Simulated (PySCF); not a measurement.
# BePb⁺: from constants to spectrum

ROHF-CCSD(T) constants of BePb⁺, ²Π (doublet), unpaired electrons π ↑ (PySCF, scalar-relativistic core potentials, basis sets Be aug-cc-pVDZ, Pb aug-cc-pVDZ-PP with ECP60; masses 9.0122 and 207.9766 u):

| Quantity | Value |
| --- | --- |
| ωe | 293.1 cm⁻¹ |
| ωexe | 3.03 cm⁻¹ |
| Be | 0.27045 cm⁻¹ |
| αe | 0.00371 cm⁻¹ |
| D (centrifugal) | 9.21e-07 cm⁻¹ |

Give the vibrational terms G(v) and spacings up to v = 6.

G(v) = ωe(v+½) − ωexe(v+½)².

```
v  G(v) (cm⁻¹)  G(v) − G(v−1)  Bv (cm⁻¹)
0        145.8                    0.2686
1        432.8          287.0     0.2649
2        713.8          281.0     0.2612
3        988.7          274.9     0.2575
4       1257.6          268.9     0.2538
5       1520.4          262.8     0.2500
6       1777.1          256.7     0.2463
```

Correlated steps freeze 4 core orbitals. These are scalar-relativistic numbers at best; spin–orbit coupling would shift them, the dissociation energy most. The state is the lowest determinant that a PBE0 search found; another state may lie lower at other levels.
